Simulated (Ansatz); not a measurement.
Computed with Ansatz on PBE0-D4/def2-TZVP structures; ΔE is electronic, products minus reactants. CCSD(T)/CBS is the MP2 limit (def2-TZVPP, def2-QZVPP) plus CCSD(T) − MP2 in def2-TZVPP, frozen cores. Elements past krypton have def2 core potentials. For I outer-core shells are correlated without core-valence functions, which leaves a few kJ/mol of doubt a bond. Each species was taken in one conformer, which may not be the lowest.

Consider the redistribution: `O[Si](O)(Cl)[SiH](Cl)Cl` + `Cl[SiH2]I` → `Cl[SiH](Cl)I` + `O[Si](O)(Cl)[SiH2]Cl`.

| level | ΔE (eV) |
| --- | --- |
| MP2/def2-TZVPP | 0.02 |
| SCS-MP2/def2-TZVPP | 0.02 |

(1) What does CCSD(T)/CBS give? (Estimate.)

Largest T1 diagnostic among the species: 0.011.

## Answers

(1) The calculation gave: +0.02 eV. The listed levels differ from it by 0.00, 0.00 eV.
